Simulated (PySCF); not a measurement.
PySCF was given this input:
```python
from pyscf import gto, scf, mp

mol = gto.Mole()
mol.atom = '''
    O    -0.000000   -0.000000   -2.027430
    B    -0.000000   -0.000000   -0.763536
    B     0.000000    0.000000    0.763536
    O     0.000000    0.000000    2.027430
'''
mol.basis = '3-21g'
mol.charge = -1
mol.spin = 3
mol.verbose = 4
mol.build()

mf = scf.UHF(mol)
mf.kernel()

pt = mp.MP2(mf)
pt.kernel()
print('E(MP2) = %.10f' % pt.e_tot)
```

Q: What does this run give for the nuclear repulsion energy, SCF-reference Mulliken (on the basis functions themselves) charges in atom order?

A: 
```
Item                                                                                                              Result
--------------------------------------------------------------------------------  --------------------------------------
nuclear repulsion energy                                                                                      65.6789 Eh
SCF-reference Mulliken (on the basis functions themselves) charges in atom order  O1 -0.42, B2 -0.08, B3 -0.08, O4 -0.42
```

These values belong to the state on which the SCF converged, which isn't shown to be the lowest.
